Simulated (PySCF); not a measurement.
SMILES CC[SiH2]SC, GFN2-xTB optimised geometry.

```
15

C      2.58    -1.56     0.01
C      1.06    -1.44     0.00
Si     0.50     0.37     0.00
S     -1.65     0.37     0.00
C     -1.93     2.16     0.00
H      2.88    -2.60     0.02
H      3.00    -1.08     0.90
H      3.01    -1.08    -0.86
H      0.65    -1.95     0.88
H      0.66    -1.95    -0.87
H      0.94     1.10     1.19
H      0.94     1.09    -1.20
H     -1.50     2.60     0.90
H     -3.01     2.31    -0.01
H     -1.49     2.60    -0.89
```

Density from CAM-B3LYP/def2-TZVP (PySCF 2.14.0) at that geometry.

Minimum of the electron density along straight lines between bonded atoms, close to the bond critical point (lines longer than 1.1 times the sum of covalent radii, or with two minima, are not listed):

```csv
bond,length / Å,ρ at the minimum / e bohr⁻³,∇²ρ there / e bohr⁻⁵,position (fraction from the first atom)
C1–C2,1.522,___,___,0.50
C2–Si3,1.890,0.123,0.13,0.61
Si3–S4,2.146,0.101,___,0.36
S4–C5,1.817,0.179,-0.29,0.53
C1–H6,1.089,0.280,-0.97,0.64
C1–H7,1.087,0.281,-0.97,0.64
C1–H8,1.087,0.281,-0.97,0.64
C2–H9,1.091,0.276,-0.93,0.64
C2–H10,1.091,0.276,-0.93,0.64
Si3–H11,1.465,0.126,0.17,0.49
Si3–H12,1.465,0.126,0.17,0.49
C5–H13,1.085,0.284,-1.00,0.65
C5–H14,1.085,0.284,-1.00,0.65
C5–H15,1.085,0.284,-1.00,0.65
```

Question: Fill in the missing entries.

Answer: 
- C1–C2, ρ at the minimum / e bohr⁻³: 0.245
- C1–C2, ∇²ρ there / e bohr⁻⁵: -0.60
- Si3–S4, ∇²ρ there / e bohr⁻⁵: 0.08
